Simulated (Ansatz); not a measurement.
Consider the hydrogen abstraction from the Si–H bond: `C#C[SiH2]F` + F• → `C#C[SiH]F`• + H–F.

Calculated with Ansatz (gas phase, PBE0-D4/def2-TZVP geometries, no zero-point term in ΔE). CCSD(T)/CBS is the MP2 limit (def2-TZVPP, def2-QZVPP) plus CCSD(T) − MP2 in def2-TZVPP, frozen cores. This one scheme is used for every species, atoms too. Functionals use def2-TZVPP. B3LYP here is the variant with VWN-RPA as its local correlation; programs differ in this. Open shells (•) are unrestricted, without spin–orbit coupling. Spin–orbit coupling would lower the free atoms: a little for F.

Is it downhill or uphill in electronic energy at CCSD(T)/CBS, and by how much? (Best estimate.)

Ansatz gave: Downhill: ΔE = -176.8 kJ/mol.

What do these levels give: BLYP-D4, B97M-V, B3LYP-D4, r2SCANh-D4, CAM-B3LYP-D4, HF/CBS(def2)? (Best estimate.)

Computed: BLYP-D4 -193.5, B97M-V -167.8, B3LYP-D4 -175.3, r2SCANh-D4 -177.1, CAM-B3LYP-D4 -173.8, HF/CBS(def2) -74.0 kJ/mol.

Largest T1 diagnostic among the species: 0.024.

From PBE to PBE0 (25 % exact exchange), in def2-TZVPP and without D4, ΔE moves by +28.7 kJ/mol. Leaving LDA and LC-ωPBE aside and taking each functional with its dispersion term where it has one, the values, not all of them listed here, spread over 69.2 kJ/mol, from PBE-D4 to BHLYP-D4. LDA lies −46.0 kJ/mol from PBE without D4. In def2-TZVPP, CCSD(T) changes the Hartree–Fock value by −92.8 kJ/mol (the triples alone add −7.6 kJ/mol) and MP2 by −109.0 kJ/mol.
